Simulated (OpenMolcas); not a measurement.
As I: CASPT2 settings compared

- Program: OpenMolcas 26.06
- Basis: ANO-R1 [5s4p3d1f]
- Scalar Hamiltonian: X2C, finite nucleus
- Active space: 3 electrons in 3 orbitals (4p)
- State averaging: 2S+1 = 4 odd, 1 root; 2S+1 = 2 odd, 8 roots kept (CI in the orbitals of an earlier block)
- Spin-orbit coupling: RASSI with atomic mean-field integrals over the reference wave functions, term energies averaged over their components

Methods on the same reference wave functions:
A. CASSCF
B. SS-CASPT2, IPEA 0.2 Eh, imaginary shift 0.05 Eh (closed shells correlated: 3d 4s)
C. SS-CASPT2, IPEA 0.3 Eh, sigma2 regulariser 0.1 Eh (closed shells correlated: 4s)
D. SS-CASPT2, IPEA 0.35 Eh, sigma2 regulariser 0.4 Eh (closed shells correlated: 3d 4s)

Energies in cm-1 above 4s2 4p3 4S* 3/2, the measured ground level; measured values from NIST Handbook of Basic Atomic Spectroscopic Data.

```
          Level      A      B      C      D  Measured
4s2 4p3 4S* 3/2    0.0    0.0    0.0    0.0       0.0
4s2 4p3 2D* 3/2  14884  13470  13320  13320     10593
4s2 4p3 2D* 5/2  15056  13670  13520  13520     10915
4s2 4p3 2P* 1/2  25055  22100  21930  21980     18186
4s2 4p3 2P* 3/2  25283  22370  22200  22240     18648
```

Deviations, from unrounded energies. A percentage is the sum of absolute deviations over the sum of measured energies, with the sign that they share, or ± where signs differ.

| Against measurement | Levels | A | B | C | D |
| --- | --- | --- | --- | --- | --- |
| mean absolute deviation (cm-1) | 4 | 5500 | 3300 | 3200 | 3200 |
| other terms of the ground configuration (%) | 4 | +37.6 | +22.7 | +21.6 | +21.8 |

B, C, D lie about equally close to measurement and A furthest from it. The largest miss of C in the table is 4s2 4p3 2P* 1/2, by +3700 cm-1. The ranking rests on the paired levels alone, and a cruder setting can come out closer through cancelling errors.

Among B to D the level of the table that moves most is 4s2 4p3 2P* 1/2, by 170 cm-1 (lowest in C, highest in B). Moves below CASPT2's spread within the term are not significant.

The mean deviations of B to D differ by less than CASPT2's widest spread within a term (190 cm-1), so their order carries little weight.

From A to B the spin-free energies of the other terms of 4s2 4p3 shown, above 4S*, scale by factors of 0.88 to 0.91.

The lowest spin-free term lies below A's lowest term by 0.430 hartree in B, 0.052 hartree in C, 0.425 hartree in D.

CASPT2 breaks the degeneracy within a term, and the mean is taken; among the terms shown or strongly mixed into the levels shown the widest spread is 190 cm-1 (4s2 4p3 2D*, D). Terms from blocks run as CI alone lack orbitals of their own. With the s shell closed, the reference lacks s² → p² mixing. Without dynamic correlation excited terms often stand tens of per cent too high (terms of higher spin than the ground term too low), and those without a measured partner can miss by more than the paired ones (holds for A). Some terms miss by over 15 % even with CASPT2, which points to a basis or an active space too small for the shells correlated (holds for B; C; D). Computed and measured levels are paired by configuration, term and J; levels that our copy of the source lacks, or whose pairing is in doubt (as where it misses far off the trend of its configuration), stay unpaired and out of the deviations. Levels of configurations outside the active space are missing.

* marks odd parity.
